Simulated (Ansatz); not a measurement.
Computed with Ansatz on PBE0-D4/def2-TZVP structures; ΔE is electronic, products minus reactants. CCSD(T)/CBS adds triple-zeta CCSD(T) − MP2 to the extrapolated MP2 energy (def2 sets, frozen cores). This one scheme is used for every species. Functionals use def2-TZVPP. One conformer a species, not always the lowest.

Consider the cleavage of the Si–Al bond: `N[SiH2][Al]([OH])[Cl]` + `N[SiH](N)F` → `N[SiH2]N[SiH](N)F` + `[OH][AlH][Cl]`.

```csv
level,ΔE (kcal/mol)
PBE0-D4,-15.6
ωB97M-V,-20.2
B2PLYP,-18.4
PBE,-12.6
HF/def2-TZVPP,-20.1
MP2/def2-TZVPP,-21.0
SCS-MP2/def2-QZVPP,-20.6
MP2/CBS(def2),-20.8
```

(1) What does CCSD(T)/CBS give? (Best estimate.)

Largest T1 diagnostic among the species: 0.012.

Answers

(1) Computed: -18.7 kcal/mol. The listed levels differ from it by 3.1, -1.5, 0.3, 6.1, -1.4, -2.3, -1.9, -2.1 kcal/mol.

From PBE to PBE0 (25 % exact exchange), in def2-TZVPP and without D4, ΔE moves by −1.9 kcal/mol. The D4 term adds −2.1 kcal/mol with B3LYP and −1.1 kcal/mol with PBE0; it sums over pairs of atoms, weighted by their polarisabilities, and B3LYP, whose exchange is more repulsive, gets the larger term.

B3LYP here is the variant with VWN-RPA as its local correlation; programs differ in this.
